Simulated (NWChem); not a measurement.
Everything below was run with NWChem. System: BF (+1), charge 1, spin multiplicity 2, optimised in this run. The structure started from a generated list of species. Its SCF solution wasn't tested for a lower state. Level: UPBE0/def2-SVP.

The NWChem input:

```
start mol
memory heap 200 mb stack 900 mb global 1100 mb
charge 1
geometry units angstroms
  B      0.000000     0.000000     0.769967
  F      0.000000     0.000000    -0.427759
  symmetry group C2v
end
basis spherical
  * library def2-svp
end
dft
  xc pbe0
  odft
  mult 2
  semidirect memsize 60000000 filesize 0
  iterations 100
end
driver
  maxiter 80
end
task dft optimize
task dft freq
```

Output (cleaned and shortened):

```
             Northwest Computational Chemistry Package (NWChem) 7.3.0
             --------------------------------------------------------

                                NWChem Input Module
                                -------------------

 Scaling coordinates for geometry "geometry" by  1.889725989
 (inverse scale =  0.529177249)

 Turning off AUTOSYM since
 SYMMETRY directive was detected!

          ------
          auto-z
          ------

                             Geometry "geometry" -> ""
                             -------------------------

 Output coordinates in angstroms (scale by  1.889725989 to convert to a.u.)

  No.       Tag          Charge          X              Y              Z
 ---- ---------------- ---------- -------------- -------------- --------------
    1 B                    5.0000     0.00000000     0.00000000     0.76996671
    2 F                    9.0000     0.00000000     0.00000000    -0.42775929

 Effective nuclear repulsion energy (a.u.)      19.8818228919

            Nuclear Dipole moment (a.u.)
            ----------------------------
        X                 Y               Z
 ---------------- ---------------- ----------------
     0.0000000000     0.0000000000     0.0000000000

      Symmetry information
      --------------------

 Group name             C2v
 Group number             16
 Group order               4
 No. of unique centers     2

      Symmetry unique atoms

     1    2


 Summary of "ao basis" -> "" (spherical)
 ------------------------------------------------------------------------------
       Tag                 Description            Shells   Functions and Types
 ---------------- ------------------------------  ------  ---------------------
 *                          def2-svp                  on all atoms

                           NWChem Geometry Optimization
                           ----------------------------

 maximum gradient threshold         (gmax) =   0.000450
 rms gradient threshold             (grms) =   0.000300
 maximum cartesian step threshold   (xmax) =   0.001800
 rms cartesian step threshold       (xrms) =   0.001200
[...]
 Dependent rotation vector no.                    3
  found in ECKART; assuming linear geometry
 Projected Nuclear Hessian trans-rot subspace norm:2.7733D-32
                         (should be close to zero!)

          --------------------------------------------------------
          MASS-WEIGHTED PROJECTED HESSIAN (Hartree/Bohr/Bohr/Kamu)
          --------------------------------------------------------

               1            2            3            4            5            6
   ----- ----- ----- ----- -----
    1    0.00000D+00
    2    0.00000D+00  0.00000D+00
    3    4.69592D-24  0.00000D+00  7.01292D+01
    4    5.85682D-20  0.00000D+00  0.00000D+00  0.00000D+00
    5    0.00000D+00  5.85682D-20 -7.14944D-24  2.72122D-24  0.00000D+00
    6   -3.57472D-24  0.00000D+00 -5.33852D+01  0.00000D+00  5.44244D-24  4.06389D+01

 center of mass
 --------------
 x =   0.00000000 y =   0.00000000 z =   0.01776799

 moments of inertia (a.u.)
 ------------------
          36.728231545305           0.000000000000           0.000000000000
           0.000000000000          36.728231545305           0.000000000000
           0.000000000000           0.000000000000           0.000000000000

 Rotational Constants
 --------------------
 A=   0.000000 cm-1  (  0.000000 K)
 B=   1.639071 cm-1  (  2.358205 K)
 C=   1.639071 cm-1  (  2.358205 K)

 Temperature                      =   298.15K
 frequency scaling parameter      =   1.0000

 Linear Molecule

 Zero-Point correction to Energy  =    2.445 kcal/mol  (  0.003896 au)
 Thermal correction to Energy     =    3.926 kcal/mol  (  0.006257 au)
 Thermal correction to Enthalpy   =    4.519 kcal/mol  (  0.007201 au)

 Total Entropy                    =   47.718 cal/mol-K
   - Translational                =   36.114 cal/mol-K (mol. weight =  30.0077)
   - Rotational                   =   11.600 cal/mol-K (symmetry #  =        1)
   - Vibrational                  =    0.005 cal/mol-K

 Cv (constant volume heat capacity) =    5.001 cal/mol-K
   - Translational                  =    2.979 cal/mol-K
   - Rotational                     =    1.986 cal/mol-K
   - Vibrational                    =    0.035 cal/mol-K


 ----------------------------------------------------------------------------
 Normal Eigenvalue ||    Projected Derivative Dipole Moments (debye/angs)
  Mode   [cm**-1]  ||      [d/dqX]             [d/dqY]           [d/dqZ]
 ------ ---------- || ------------------ ------------------ -----------------
    1       -0.000 ||       0.000              -0.000             0.877
    2        0.000 ||       1.372               0.000             0.000
    3        0.000 ||      -0.000               1.372             0.000
    4        0.000 ||       0.057              -0.000            -0.000
    5        0.000 ||       0.000               0.057            -0.000
    6     1710.849 ||      -0.000              -0.000             2.139
 ----------------------------------------------------------------------------

 ----------------------------------------------------------------------------
 Normal Eigenvalue ||           Projected Infra Red Intensities
  Mode   [cm**-1]  || [atomic units] [(debye/angs)**2] [(KM/mol)] [arbitrary]
 ------ ---------- || -------------- ----------------- ---------- -----------
    1       -0.000 ||    0.033324           0.769        32.486       5.061
    2        0.000 ||    0.081629           1.883        79.576      12.396
    3        0.000 ||    0.081629           1.883        79.576      12.396
    4        0.000 ||    0.000142           0.003         0.139       0.022
    5        0.000 ||    0.000142           0.003         0.139       0.022
    6     1710.849 ||    0.198226           4.573       193.240      30.103
 ----------------------------------------------------------------------------

 Task  times  cpu:        3.7s     wall:        3.7s

 Total times  cpu:        4.6s     wall:        4.6s
```
